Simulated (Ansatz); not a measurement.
Start from `[CH3][Al]([NH2])[SiH2][SiH3]` and change one atom or group to get `[NH2][Al]([NH2])[SiH2][SiH3]`.

Ansatz, PBE0-D4/def2-TZVP geometries, multiplicity 1. Each molecule was computed in one conformer, which needn't be the lowest.

| property | `[CH3][Al]([NH2])[SiH2][SiH3]` |
| --- | --- |
| HOMO energy (ωB97M-V/def2-TZVPP) / eV | -9.12 |
| size of the dipole moment (PBE/def2-TZVPP) / D | 1.90 |
| HOMO–LUMO gap (ωB97M-V/def2-TZVPP) / eV | 9.82 |
| LUMO energy (PBE0/def2-TZVPP) / eV | -0.93 |
| size of the dipole moment (B3LYP/def2-TZVPP) / D | 1.85 |
| LUMO energy (B3LYP/def2-TZVPP) / eV | -1.09 |

**Question.** Give the same properties after the change, and the shifts. (Best estimate.)

**Answer.** Ansatz gave: 
```
                                        property  `[NH2][Al]([NH2])[SiH2][SiH3]`  shift
           HOMO energy (ωB97M-V/def2-TZVPP) / eV                           -9.37  -0.25
  size of the dipole moment (PBE/def2-TZVPP) / D                            1.94   0.04
         HOMO–LUMO gap (ωB97M-V/def2-TZVPP) / eV                           10.52   0.70
              LUMO energy (PBE0/def2-TZVPP) / eV                           -0.52   0.41
size of the dipole moment (B3LYP/def2-TZVPP) / D                            1.90   0.05
             LUMO energy (B3LYP/def2-TZVPP) / eV                           -0.66   0.43
```

With PBE0 the HOMO rises by 0.09 eV and the LUMO rises by 0.41 eV, so the gap widens by about 0.32 eV. PBE moves the HOMO by 0.42 eV and ωB97M-V by -0.25 eV. Dipoles are sizes alone; their direction can turn.

B3LYP here is the variant with VWN-RPA as its local correlation; programs differ in this.
